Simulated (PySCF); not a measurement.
H2BeSe (SMILES [BeH][SeH]), singlet, geometry from GFN2-xTB (such geometries of metal compounds can be far from the true shape); DF-CAMB3LYP/def2-TZVP (PySCF).

The PySCF input:
```python
from pyscf import gto, scf, dft

mol = gto.Mole()
mol.atom = '''
    Be   -0.662895   -0.790285   -1.384646
    H    -1.372930   -0.886222   -2.429488
    Se    0.089312    0.136442    0.204053
    H     0.987885   -0.591656    1.030274
'''
mol.basis = 'def2-tzvp'
mol.charge = 0
mol.spin = 0
mol.verbose = 4
mol.max_memory = 1800
mol.build()

mf = dft.RKS(mol)
mf.xc = 'camb3lyp'
mf = mf.density_fit(auxbasis='def2-universal-jkfit')
mf.kernel()
```

What the program printed (banner, timings and long lists left out):

```
PySCF version 2.14.0

[INPUT] verbose = 4
[INPUT] num. atoms = 4
[INPUT] num. electrons = 40
[INPUT] charge = 0
[INPUT] spin (= nelec alpha-beta = 2S) = 0
[INPUT] symmetry False subgroup None
[INPUT] Mole.unit = angstrom
[INPUT] Symbol           X                Y                Z      unit          X                Y                Z       unit  Magmom
[INPUT]  1 Be    -0.662895000000  -0.790285000000  -1.384646000000 AA   -1.252689999344  -1.493422210352  -2.616601719475 Bohr   0.0
[INPUT]  2 H     -1.372930000000  -0.886222000000  -2.429488000000 AA   -2.594461688199  -1.674716865564  -4.591066942917 Bohr   0.0
[INPUT]  3 Se     0.089312000000   0.136442000000   0.204053000000 AA    0.168775219637   0.257838011888   0.385604284896 Bohr   0.0
[INPUT]  4 H      0.987885000000  -0.591656000000   1.030274000000 AA    1.866832092566  -1.118067799956   1.946935693260 Bohr   0.0

nuclear repulsion = 57.0506223441084
number of shells = 33
number of NR pGTOs = 147
number of NR cGTOs = 79
basis = def2-tzvp
ecp = {}

******** <class 'pyscf.df.df_jk.DFRKS'> ********
method = DFRKS
initial guess = minao
damping factor = 0
level_shift factor = 0
DIIS = <class 'pyscf.scf.diis.CDIIS'>
diis_start_cycle = 1
diis_space = 8
diis_damp = 0
SCF conv_tol = 1e-09
SCF conv_tol_grad = None
SCF max_cycles = 50
direct_scf = False
XC library pyscf.dft.libxc version 7.1.2
    S. Lehtola, C. Steigemann, M. J. T. Oliveira, and M. A. L. Marques,  SoftwareX 7, 1–5 (2018)
XC functionals = camb3lyp
    T. Yanai, D. P. Tew, and N. C. Handy,  Chem. Phys. Lett. 393, 51 (2004)
radial grids:
    Treutler-Ahlrichs [JCP 102, 346 (1995); DOI:10.1063/1.469408] (M4) radial grids

becke partition: Becke, JCP 88, 2547 (1988); DOI:10.1063/1.454033
pruning grids: <function nwchem_prune>
grids dens level: 3
symmetrized grids: False
atomic radii adjust function: <function treutler_atomic_radii_adjust>
small_rho_cutoff = 0
Set gradient conv threshold to 3.16228e-05
Initial guess from minao.
tot grids = 53768
******** <class 'pyscf.df.df.DF'> ********
auxbasis = def2-universal-jkfit
Create RSH-DF object <pyscf.df.df.DF object> for omega=0.33
******** <class 'pyscf.df.df.DF'> ********
auxbasis = auxmol.basis = def2-universal-jkfit
init E= -2416.81080513341
  HOMO = -0.311612876240839  LUMO = -0.047389299397282  gap/eV = 7.18989
cycle= 1 E= -2417.59809249187  delta_E= -0.787  |g|= 0.31  |ddm|= 1.67
  HOMO = -0.300674225798835  LUMO = -0.0202014516462645  gap/eV = 7.63205
cycle= 2 E= -2417.61418727361  delta_E= -0.0161  |g|= 0.161  |ddm|= 0.371
  HOMO = -0.317783547811329  LUMO = -0.015683312218119  gap/eV = 8.22057
cycle= 3 E= -2417.61812398007  delta_E= -0.00394  |g|= 0.0131  |ddm|= 0.114
  HOMO = -0.318556123149168  LUMO = -0.0156902583006167  gap/eV = 8.24140
cycle= 4 E= -2417.6182398863  delta_E= -0.000116  |g|= 0.00484  |ddm|= 0.0241
  HOMO = -0.318555460855954  LUMO = -0.0155074798697328  gap/eV = 8.24636
cycle= 5 E= -2417.61824967782  delta_E= -9.79e-06  |g|= 0.00129  |ddm|= 0.00614
  HOMO = -0.318414597285425  LUMO = -0.0155570808029486  gap/eV = 8.24117
cycle= 6 E= -2417.61825044601  delta_E= -7.68e-07  |g|= 0.000498  |ddm|= 0.0018
  HOMO = -0.318522464086763  LUMO = -0.0155766388672749  gap/eV = 8.24358
cycle= 7 E= -2417.61825054282  delta_E= -9.68e-08  |g|= 0.00012  |ddm|= 0.000698
  HOMO = -0.318500962001639  LUMO = -0.0155699746490123  gap/eV = 8.24317
cycle= 8 E= -2417.61825055431  delta_E= -1.15e-08  |g|= 2.81e-05  |ddm|= 0.000259
  HOMO = -0.318504129361604  LUMO = -0.0155658018964653  gap/eV = 8.24337
cycle= 9 E= -2417.61825055483  delta_E= -5.19e-10  |g|= 1.12e-05  |ddm|= 5.65e-05
  HOMO = -0.318504728477516  LUMO = -0.0155678725519071  gap/eV = 8.24333
Extra cycle  E= -2417.61825055487  delta_E= -3.37e-11  |g|= 7.84e-06  |ddm|= 1.75e-05
converged SCF energy = -2417.61825055487
```
